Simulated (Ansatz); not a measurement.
Input (CCSDT(Q)/cc-pVDZ; Ansatz, a first-principles code):

Ansatz 0.2 input:
```yaml
crystal:
  periodic: [false, false, false]
  atoms:
    - {symbol: Ge, position_ang: [-0.08754730, -0.05488640, 0.46657181]}
    - {symbol: F, position_ang: [-0.21231267, -1.29611294, -0.80330323]}
    - {symbol: C, position_ang: [0.48778466, 1.40491228, -0.77109941]}
    - {symbol: H, position_ang: [0.65385982, 2.35143175, -0.25474368]}
    - {symbol: H, position_ang: [-0.27690119, 1.54026110, -1.54187041]}
    - {symbol: H, position_ang: [1.40866091, 1.10021492, -1.27735839]}
basis:
  gaussian:
    orbitals: cc-pVDZ
magnetization: {spin_polarized: false}
correlation: {method: ccsdt_q, electrons: outside_noble_gas}
```

Output:

```
Functional definition: HF
integrals: 0.07 GiB planned
1359 factors; integrals over basis functions are off by at most 1.9e-7 eV
mean field: 0.33 GiB planned
mean field evaluation 1: about -60254.3796 eV, gradient 3.4e1 eV
mean field evaluation 2: about -60254.4195 eV, gradient 3.4e1 eV
mean field evaluation 4: about -60257.1103 eV, gradient 2.8e0 eV
mean field evaluation 8: about -60257.1549 eV, gradient 5.1e-2 eV
mean field evaluation 16: about -60256.2809 eV, gradient 2.2e1 eV
mean field -60257.15494881 eV, -2214.4096006021 hartree, gradient 1.0e-6 eV, S^2 0.000000; 0 other end points of the search recorded, 0 dependent functions left out
16 core orbitals not correlated
reference -60257.15494881 eV, -2214.4096006021 hartree; 9, 9 occupied and 45, 45 virtual orbitals, 1359 factors
second order -11.19511692 eV of doubles, -0.00000000 eV of singles
coupled cluster: 0.82 GiB planned
cycle   1  -11.58706120 eV  change   -3.9e-1 eV  update   1.1e-1
cycle   2  -12.02687312 eV  change   -4.4e-1 eV  update   5.9e-2
cycle   3  -12.33426409 eV  change   -3.1e-1 eV  update   3.1e-2
cycle   4  -12.33355924 eV  change    7.0e-4 eV  update   1.1e-2
cycle   5  -12.31324362 eV  change    2.0e-2 eV  update   6.2e-3
cycle   6  -12.31421499 eV  change   -9.7e-4 eV  update   2.5e-3
cycle   7  -12.31675243 eV  change   -2.5e-3 eV  update   1.0e-3
cycle   8  -12.31652097 eV  change    2.3e-4 eV  update   5.5e-4
cycle   9  -12.31616201 eV  change    3.6e-4 eV  update   2.1e-4
cycle  10  -12.31639989 eV  change   -2.4e-4 eV  update   1.0e-4
cycle  11  -12.31626205 eV  change    1.4e-4 eV  update   4.9e-5
cycle  12  -12.31626112 eV  change    9.3e-7 eV  update   2.7e-5
cycle  13  -12.31626146 eV  change   -3.4e-7 eV  update   1.0e-5
cycle  14  -12.31626403 eV  change   -2.6e-6 eV  update   5.5e-6
cycle  15  -12.31625873 eV  change    5.3e-6 eV  update   3.2e-6
cycle  16  -12.31625701 eV  change    1.7e-6 eV  update   2.0e-6
perturbative correction -0.02736591 eV, -0.0010056786 hartree
Total energy: -60269.49857173 eV, -2214.8632203776 hartree
```

 In a CCSD(T) run of this state the restricted determinant is unstable towards broken spin symmetry.

A triplet may lie lower; no result for it is given here.
